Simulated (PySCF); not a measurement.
Hf(O)2, SMILES [O]=[Hf]=[O], singlet (B3LYP/def2-SVP optimised geometry):

```
3

Hf    -0.629    -0.855     0.000
O     -1.163     0.855     0.000
O      1.163    -0.855     0.000
```

Level of theory: B3LYP/def2-TZVP, def2 effective core potentials past Kr (PySCF 2.14.0).

Question: What are the frontier orbital energies and the dipole moment?

Answer: HOMO-2 -7.69 eV, HOMO-1 -7.55 eV, HOMO -6.52 eV, LUMO -3.86 eV, LUMO+1 -1.94 eV; dipole moment 8.03 D.

On the same geometry PBE/def2-TZVP, def2 effective core potentials past Kr run with PySCF gives HOMO-2 -6.60 eV, HOMO-1 -6.44 eV, HOMO -5.29 eV, LUMO -4.16 eV, LUMO+1 -2.33 eV; dipole moment 7.39 D.
